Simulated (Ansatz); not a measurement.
A nudged elastic band was laid between two geometries of Cl2F2H4HfOSi (11 atoms, charge 0, multiplicity 1).

Theory: Ansatz 0.2.0, RKS PBE/def2-SVP.

* movable images: 7
* climbing image: yes
* spring: 5.0 eV/Å²
* optimiser: quadratic models (default)
* start path: through a guess of the saddle point
* force threshold: 0.05 eV/Å
* iteration limit: 60
* end points: relaxed

Initial state:

```xyz
11
Properties=species:S:1:pos:R:3
Hf 0.041 0.035 0.086
Cl -1.085 -0.505 2.147
Cl 2.239 -0.723 -0.464
F -0.418 1.707 -0.723
F -0.957 -1.149 -1.033
O 1.217 1.313 1.659
Si 2.824 1.966 1.724
H 3.798 0.894 2.101
H 3.087 2.527 0.367
H 2.789 3.035 2.775
H 0.747 1.209 2.514
```

Final state:

```xyz
11
Properties=species:S:1:pos:R:3
Hf 0.391 0.165 -0.109
Cl -1.321 0.735 2.293
Cl 2.066 -0.074 -1.754
F -0.957 1.203 -0.994
F -0.095 -1.646 0.293
O 1.411 1.117 1.317
Si 2.895 1.773 1.822
H 3.893 0.667 2.011
H 3.391 2.748 0.795
H 2.659 2.477 3.129
H -0.052 1.143 2.350
```

Task: What changes between the two ends?

Result: Bonds broken: O6–H11. Bonds formed: Cl2–H11.

Task: What energy profile does the band end with?

Result: It converged. The highest image is number 7 of 0 to 8, 0.65 eV above the first end and 0.01 eV above the last; the last end lies 0.65 eV above the first. The top lies less than 8 meV above the higher end, about what the thresholds resolve: that end is a shoulder or a very shallow well. A vibrational analysis at the climbing image gives one clearly imaginary mode, 74i cm⁻¹: a first-order saddle point. The orbitals stay closed-shell, which can raise the energy where a bond breaks towards radicals; this wasn't checked here.

| image | path coordinate (Å) | energy (eV) | O6–H11 (Å) | Cl2–H11 (Å) |
| --- | --- | --- | --- | --- |
| 0 | 0.00 | 0.00 | 0.98 | 2.54 |
| 1 | 0.55 | 0.01 | 0.98 | 2.51 |
| 2 | 1.10 | 0.04 | 0.98 | 2.44 |
| 3 | 1.65 | 0.07 | 0.99 | 2.37 |
| 4 | 2.20 | 0.09 | 0.99 | 2.33 |
| 5 | 2.75 | 0.13 | 1.00 | 2.15 |
| 6 | 3.30 | 0.38 | 1.07 | 1.81 |
| 7 | 3.85 | 0.65 | 1.54 | 1.39 |
| 8 | 4.15 | 0.65 | 1.79 | 1.33 |

Task: What is the geometry of the highest image?

Result: 
```xyz
11
Properties=species:S:1:pos:R:3
Hf 0.323 0.193 -0.079
Cl -1.256 0.740 2.260
Cl 2.091 0.012 -1.633
F -0.963 1.244 -1.031
F -0.178 -1.637 0.181
O 1.368 1.117 1.396
Si 2.888 1.746 1.850
H 3.857 0.616 2.037
H 3.375 2.682 0.784
H 2.696 2.483 3.144
H 0.080 1.113 2.245
```

The band took 18 iterations and about 40 core-minutes.

Run time: 9.2 min on 4 threads of Arm Neoverse N1 (shared host), peak memory 0.24 GiB.
